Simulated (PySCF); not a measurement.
## A survey of 29Si NMR shifts

PySCF 2.14.0 with density-fitted response routines calculation with geometry from GFN2-xTB and shieldings: GIAO PBE0/pcSseg-1; gas phase, single conformer, no relativistic terms, rapidly exchanging positions averaged.

Shieldings were converted by a linear fit to measured shifts: 29Si: δ = 279.94 − 0.822σ (rms 8.9 ppm, 72 shifts, 25.8 ppm with the 6 outliers that the fit left out vs TMS, solution or neat liquid). A few per cent of atoms miss by over 2 rms, more outside the fitted compound classes.

Q: Give the 29Si shifts of `C=C(F)[Si]1(F)[SiH2]O[SiH2]1`, `CC[Si@@H](CF)S[SiH3]`, `C#C[C@@H]1C(=C)[C@@H]1O[SiH2]F`, `C[Si@H]([SiH2]O)S[SiH3]`.

A: 
```csv
compound,environment,δ (ppm)
[CH2:1]=[C:2]([F:3])[Si:4]1([F:5])[SiH2:6][O:7][SiH2:8]1,"Si4: silicon bonded to C, F, 2 Si, in a 4-membered ring",50.4
[CH2:1]=[C:2]([F:3])[Si:4]1([F:5])[SiH2:6][O:7][SiH2:8]1,"Si6/8: silicon bonded to O, Si, 2 H, in a 4-membered ring (×2)",0.9
[CH3:1][CH2:2][Si@@H:3]([CH2:4][F:5])[S:6][SiH3:7],"Si3: silicon bonded to 2 C, S, H",-7.1
[CH3:1][CH2:2][Si@@H:3]([CH2:4][F:5])[S:6][SiH3:7],"Si7: silicon bonded to S, 3 H",-53.6
C#C[C@@H]1C(=C)[C@@H]1O[SiH2]F,"silicon bonded to F, O, 2 H",-36.9
[CH3:1][Si@H:2]([SiH2:3][OH:4])[S:5][SiH3:6],"Si2: silicon bonded to C, S, Si, H",-23.4
[CH3:1][Si@H:2]([SiH2:3][OH:4])[S:5][SiH3:6],"Si3: silicon bonded to O, Si, 2 H",-25.2
[CH3:1][Si@H:2]([SiH2:3][OH:4])[S:5][SiH3:6],"Si6: silicon bonded to S, 3 H",-53.4
```

Q: Order these by 29Si shift, lowest first.
A. N#CC1C[SiH2]C1
B. N#C[SiH2]C1CC1
C. CC[C@H]1C[SiH2]1

A: C (-129.2 ppm, silicon bonded to 2 C, 2 H, in a 3-membered ring), B (-55.5 ppm, silicon bonded to 2 C, 2 H), A (-37.9 ppm, silicon bonded to 2 C, 2 H, in a 4-membered ring).
